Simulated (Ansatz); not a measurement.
A structure relaxed at PBE0-D4/def2-TZVP, charge 0, multiplicity 1:

```tsv
atom	x (Å)	y (Å)	z (Å)
C1	-2.0052	-0.1125	-0.3094
O2	-1.2029	1.0258	-0.1015
Si3	0.3951	1.0733	-0.4934
Sn4	1.7639	-0.6873	0.7963
H5	-2.0384	-0.3937	-1.3684
H6	-1.6421	-0.9724	0.2667
H7	-3.0188	0.1203	0.0201
H8	0.8570	2.4416	-0.1560
H9	0.5827	0.8377	-1.9558
H10	1.2490	-2.2803	0.4447
H11	1.6438	-0.4719	2.4870
H12	3.4159	-0.5807	0.3698
```

(1) Give its formula and SMILES.

(2) Summarise the bond lengths by kind.

Results:

(1) CH8OSiSn, `CO[SiH2][SnH3]`.

(2) 1 × C–O 1.408 Å; 3 × C–H 1.091 to 1.097 Å; 1 × O–Si 1.646 Å; 1 × Si–Sn 2.576 Å; 2 × H–Si 1.483 to 1.493 Å; 3 × H–Sn 1.709 to 1.711 Å.

Results of the Gaussian-basis code of Ansatz.
